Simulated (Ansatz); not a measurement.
Molecule: ZnI$_{2}$ (charge 0, singlet). 
Geometry from a B3LYP-D3(BJ)/def2-TZVP (Ansatz, a first-principles code) optimisation:
```xyz
3

Zn     0.0000     0.0000     0.0000
I      0.0000     0.0000    -2.4340
I      0.0000     0.0000     2.4340
```

Basis-set convergence of Hartree-Fock and MP2 correlation energies (hartree) with Ansatz. Correlated levels leave the core frozen unless marked. No spin-orbit coupling. Frozen are the shells of the preceding noble gas and the d and f shells that filled before the atom's block. Past Kr the def2 sets carry scalar-relativistic core potentials.

| basis | functions | E(HF) | E(corr, MP2) |
|---|---|---|---|
| def2-SVPD | 104 | -2371.00548 | -0.49680 |
| def2-TZVPPD | 185 | (withheld) | (withheld) |

**Question.** Complete the blanks.

**Answer.** 
- def2-TZVPPD, E(HF): -2371.26169
- def2-TZVPPD, E(corr, MP2): -0.75920
